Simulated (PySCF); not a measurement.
HCu (SMILES [CuH]), singlet, geometry from GFN2-xTB (such geometries of metal compounds can be far from the true shape). Base run: B3LYP/6-31G* (PySCF).

Geometry (Å):
```xyz
2

Cu     0.0000     0.0000    -0.0475
H      0.0000     0.0000     1.3767
```
Charge 0, spin multiplicity 1.
All else is at PySCF's defaults.

The base run was repeated with changes; each row names its change, and settings that it needs were set with it.

```json
[
 {"change": "base", "basis functions": "36", "E (Eh)": "-1640.77223", "HOMO (eV)": "-5.20", "HOMO-LUMO gap (eV)": "3.23", "dipole (D)": "2.38"},
 {"change": "basis = ANO-RCC-VDZP; relativity = none", "basis functions": "39", "E (Eh)": "-1633.52196", "HOMO (eV)": "-6.18", "HOMO-LUMO gap (eV)": "4.10", "dipole (D)": "2.63"},
 {"change": "basis = jorge-DZP-DKH; relativity = spin-free X2C", "basis functions": "48", "E (Eh)": "-1655.31601", "HOMO (eV)": "-6.10", "HOMO-LUMO gap (eV)": "4.42", "dipole (D)": "2.19"},
 {"change": "basis = x2c-SVPall; relativity = spin-free X2C", "basis functions": "41", "E (Eh)": "-1655.11270", "HOMO (eV)": "-6.61", "HOMO-LUMO gap (eV)": "4.51", "dipole (D)": "2.30"},
 {"change": "basis = jorge-DZP-DKH; relativity = spin-free X2C; nucleus = Gaussian (with mol.nucmod = 'G')", "basis functions": "48", "E (Eh)": "-1655.30943", "HOMO (eV)": "-6.10", "HOMO-LUMO gap (eV)": "4.42", "dipole (D)": "2.19"},
 {"change": "basis = x2c-SVPall; relativity = spin-free X2C; nucleus = Gaussian (with mol.nucmod = 'G')", "basis functions": "41", "E (Eh)": "-1655.10662", "HOMO (eV)": "-6.61", "HOMO-LUMO gap (eV)": "4.51", "dipole (D)": "2.30"},
 {"change": "basis = ANO-RCC-VDZP; relativity = spin-free X2C; nucleus = Gaussian (with mol.nucmod = 'G')", "basis functions": "39", "E (Eh)": "-1655.42570", "HOMO (eV)": "-6.20", "HOMO-LUMO gap (eV)": "4.10", "dipole (D)": "2.39"},
 {"change": "basis = x2c-SVPall; relativity = none", "basis functions": "41", "E (Eh)": "-1636.12132", "HOMO (eV)": "-6.50", "HOMO-LUMO gap (eV)": "4.47", "dipole (D)": "2.56"},
 {"change": "basis = jorge-DZP-DKH; relativity = none", "basis functions": "48", "E (Eh)": "-1639.78546", "HOMO (eV)": "-6.07", "HOMO-LUMO gap (eV)": "4.44", "dipole (D)": "2.40"},
 {"change": "basis = ANO-RCC-VDZP; relativity = spin-free X2C", "basis functions": "39", "E (Eh)": "-1655.43336", "HOMO (eV)": "-6.20", "HOMO-LUMO gap (eV)": "4.10", "dipole (D)": "2.39"}
]
```

Totals shift with the method and basis; they matter in differences.

Basis sets contracted for a relativistic Hamiltonian are a mismatch without it, so the rows without relativity aren't non-relativistic limits. No row has spin-orbit coupling; sets with core potentials leave out the core electrons.
